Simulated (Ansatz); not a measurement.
A CCSD(T) single point on CH₃BClN.

```yaml
crystal:
  periodic: [false, false, false]
  atoms:
    - {symbol: B, position_ang: [-0.487265, 0.684043, -0.489747]}
    - {symbol: C, position_ang: [0.239858, -0.365757, 0.401747]}
    - {symbol: N, position_ang: [0.778219, -1.142934, 1.058606]}
    - {symbol: Cl, position_ang: [0.069768, 0.331092, -2.222142]}
    - {symbol: H, position_ang: [-1.667091, 0.494394, -0.314373]}
    - {symbol: H, position_ang: [-0.129460, 1.761541, -0.077982]}
    - {symbol: H, position_ang: [1.257271, -1.830479, 1.598090]}
basis:
  gaussian: {orbitals: def2-SVP}
correlation: {method: ccsd_t}
```

```sh
$ ansatz run in.yaml --threads 2 --pin off --events-out ev --progress --plain
```

Output of Ansatz, abridged:

```
Functional definition: HF
747 factors; integrals over basis functions are off by at most 1.1e-3 eV
mean field evaluation 1: about -15727.0064 eV, gradient 2.0e1 eV
mean field evaluation 2: about -15727.1032 eV, gradient 2.0e1 eV
mean field evaluation 4: about -15728.3522 eV, gradient 4.1e0 eV
mean field evaluation 8: about -15728.3912 eV, gradient 1.1e-4 eV
mean field -15728.39123053 eV, -578.0077166354 hartree, gradient 7.9e-6 eV, S^2 0.000000; 0 other end points of the search recorded, 0 dependent functions left out
8 core orbitals not correlated: weight in the atoms' cores, before any rotation towards them, 1.000 or more for the frozen orbitals, at most 0.000 for the correlated occupied ones
reference -15728.39123053 eV, -578.0077166354 hartree; 11, 11 occupied and 56, 56 virtual orbitals, 747 factors
second order -13.93477652 eV of doubles, -0.00000000 eV of singles
cycle   1  -14.38740148 eV  change   -4.5e-1 eV  update   9.6e-2
cycle   2  -14.78295964 eV  change   -4.0e-1 eV  update   2.9e-2
cycle   3  -14.88854590 eV  change   -1.1e-1 eV  update   1.5e-2
cycle   4  -14.88665391 eV  change    1.9e-3 eV  update   3.4e-3
cycle   5  -14.88758575 eV  change   -9.3e-4 eV  update   1.3e-3
cycle   6  -14.88787829 eV  change   -2.9e-4 eV  update   3.8e-4
cycle   7  -14.88779792 eV  change    8.0e-5 eV  update   1.5e-4
cycle   8  -14.88780635 eV  change   -8.4e-6 eV  update   5.1e-5
cycle   9  -14.88780170 eV  change    4.7e-6 eV  update   2.1e-5
perturbative correction -0.49800562 eV, -0.0183013689 hartree
Total energy: -15743.77703784 eV, -578.5731346253 hartree
```

Run time 1.1 s (2 threads of a server CPU on a shared host); peak host memory 0.21 GiB.

MP2 recovers 90.6 % of the CCSD(T) correlation energy and the triples give 3.2 %; T1 = 0.0133.
